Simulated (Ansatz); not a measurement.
CH₈N₂Sn, SMILES `N[CH2][SnH2][NH2]`, relaxed with RKS PBE-D4/def2-SVP in Ansatz 0.2.0 from a rough embedded geometry. The force threshold is 0.03 eV/Å; the program also tests the step.

Charge 0, multiplicity 1. Sn takes the def2 core potential.

Start:

```xyz
12

N     0.157   -0.249   -1.692
C     1.027    0.019   -0.589
Sn   -0.196    0.615    1.033
N    -1.548   -0.820    1.542
H     0.827   -0.579   -2.516
H    -0.224    0.656   -2.056
H     1.764    0.840   -0.795
H     1.600   -0.881   -0.261
H     0.793    0.962    2.455
H    -1.062    2.127    0.628
H    -1.030   -1.704    1.642
H    -2.107   -0.988    0.608
```

By how much does the energy fall, and how many steps does the optimiser take? (Best estimate.)

Ansatz gave: 0.40 eV, in 8 steps.

Which bonds change most? (Estimate.)

Computed: C2–Sn3 from 2.117 to 2.201 Å; N1–H5 from 1.112 to 1.029 Å; N4–H12 from 1.102 to 1.031 Å; Sn3–H10 from 1.788 to 1.737 Å.

Give the relaxed structure. (Best estimate.)

The calculation gave: 
```xyz
12

N     0.210   -0.121   -1.802
C     1.089    0.047   -0.648
Sn   -0.187    0.629    1.048
N    -1.589   -0.818    1.560
H     0.715   -0.546   -2.593
H    -0.112    0.796   -2.140
H     1.941    0.766   -0.757
H     1.531   -0.933   -0.370
H     0.690    0.971    2.506
H    -1.123    2.004    0.547
H    -1.110   -1.645    1.946
H    -2.054   -1.150    0.702
```
